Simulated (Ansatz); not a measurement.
Calculation: Ansatz (a program for electronic structure) with frozen-core CCSD(T)/cc-pVTZ // B3LYP-D3(BJ)/def2-TZVP.

Ansatz 0.2 input:
```yaml
crystal:
  periodic: [false, false, false]
  atoms:
    - { symbol: N, position_ang: [0.108681, 1.779538, -0.442728] }
    - { symbol: Ga, position_ang: [0.002996, -0.007936, -0.046557] }
    - { symbol: N, position_ang: [1.539821, -0.994273, 0.122213] }
    - { symbol: N, position_ang: [-1.621115, -0.8576, -0.103982] }
    - { symbol: H, position_ang: [0.948866, 2.300969, -0.2509] }
    - { symbol: H, position_ang: [-0.701994, 2.372629, -0.367526] }
    - { symbol: H, position_ang: [1.515001, -1.925064, 0.506418] }
    - { symbol: H, position_ang: [2.418281, -0.547651, 0.330641] }
    - { symbol: H, position_ang: [-1.731618, -1.784557, 0.274319] }
    - { symbol: H, position_ang: [-2.478918, -0.336057, -0.021898] }
basis:
  gaussian: { orbitals: cc-pVTZ }
correlation:
  method: ccsd_t
```

Output:

```
Functional definition: HF
1280 factors; integrals over basis functions are off by at most 1.1e-3 eV
mean field evaluation 1: about -56872.8317 eV, gradient 5.6e1 eV
mean field evaluation 2: about -56872.9064 eV, gradient 5.6e1 eV
mean field evaluation 4: about -56878.8138 eV, gradient 3.1e0 eV
mean field evaluation 8: about -56878.8567 eV, gradient 2.5e-1 eV
mean field evaluation 16: about -56876.8346 eV, gradient 3.2e1 eV
mean field -56878.85693620 eV, -2090.2594385313 hartree, gradient 1.7e-6 eV, S^2 0.000000; 0 other end points of the search recorded, 0 dependent functions left out
12 core orbitals not correlated
reference -56878.85693620 eV, -2090.2594385313 hartree; 17, 17 occupied and 188, 188 virtual orbitals, 1280 factors
second order -22.25096099 eV of doubles, -0.00000000 eV of singles
cycle   1  -22.16600459 eV  change    8.5e-2 eV  update   1.0e-1
cycle   2  -22.71774291 eV  change   -5.5e-1 eV  update   2.9e-2
cycle   3  -22.82812850 eV  change   -1.1e-1 eV  update   1.4e-2
cycle   4  -22.81719332 eV  change    1.1e-2 eV  update   3.3e-3
cycle   5  -22.81738903 eV  change   -2.0e-4 eV  update   1.6e-3
cycle   6  -22.81752143 eV  change   -1.3e-4 eV  update   4.2e-4
cycle   7  -22.81718223 eV  change    3.4e-4 eV  update   1.6e-4
cycle   8  -22.81715688 eV  change    2.5e-5 eV  update   4.9e-5
cycle   9  -22.81716092 eV  change   -4.0e-6 eV  update   1.8e-5
perturbative correction -0.94607163 eV, -0.0347674912 hartree
Total energy: -56902.62016875 eV, -2091.1327212202 hartree
```

Cost: very roughly 5 core-minutes.
